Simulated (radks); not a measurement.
The tantalum ion Ta+ inside a hard spherical wall (all orbitals vanish at R), configuration held at [Xe] 4f14 5d3 6s1 and not refilled when levels cross. Method: scalar-relativistic Kohn-Sham, LDA (Slater exchange, Perdew-Wang correlation), spin-polarised, spherical densities, point nucleus; open shells are filled with parallel spins first (spin-orbit coupling, left out, can overturn this in heavy ions); computed with a radial shooting solver on a logarithmic mesh with Libxc functionals. Eigenvalues in eV for spin up, with the zero of energy where the potential of the charges vanishes at infinity; a dash marks a level that is unbound or too diffuse for the functional's potential to be trusted. A positive occupied level is held by the wall or, in an anion where self-interaction has pushed it up, behind a barrier. The pressure on the wall is -dE/dV.

R (bohr) = free: E (hartree) -15595.1008; kinetic (hartree) 17133.344; e(5p) -47.330; e(4f) -32.130; e(6s) -12.578; e(5d) -11.492; e(6p, empty) -7.217; e(7s, empty) -3.236; pressure (GPa) 0
R (bohr) = 15: E (hartree) -15595.1008; kinetic (hartree) 17133.344; e(5p) -47.330; e(4f) -32.130; e(6s) -12.578; e(5d) -11.492; e(6p, empty) -7.217; e(7s, empty) -3.206; pressure (GPa) < 0.0001
R (bohr) = 12: E (hartree) -15595.1008; kinetic (hartree) 17133.344; e(5p) -47.330; e(4f) -32.130; e(6s) -12.578; e(5d) -11.492; e(6p, empty) -7.215; e(7s, empty) -3.032; pressure (GPa) < 0.0001
R (bohr) = 5: E (hartree) -15595.0249; kinetic (hartree) 17133.831; e(5p) -45.721; e(4f) -30.377; e(6s) -10.493; e(5d) -9.972; e(6p, empty) -3.098; e(7s, empty) 16.296; pressure (GPa) 10.3
R (bohr) = 4: E (hartree) -15594.7727; kinetic (hartree) 17135.010; e(5p) -43.088; e(4f) -27.361; e(6s) -5.362; e(5d) -7.016; e(6p, empty) 4.957; e(7s, empty) 40.813; pressure (GPa) 71.6
R (bohr) = 3.5: E (hartree) -15594.3950; kinetic (hartree) 17136.614; e(5p) -40.510; e(4f) -24.312; e(6s) 1.236; e(5d) -3.680; e(6p, empty) 14.458; e(7s, empty) 66.017; pressure (GPa) 213
R (bohr) = 2.5: E (hartree) -15590.9514; kinetic (hartree) 17150.636; e(5p) -26.121; e(4f) -7.841; e(6s) 47.046; e(5d) 16.797; e(6p, empty) 72.790; e(7s, empty) 198.14; pressure (GPa) 3150
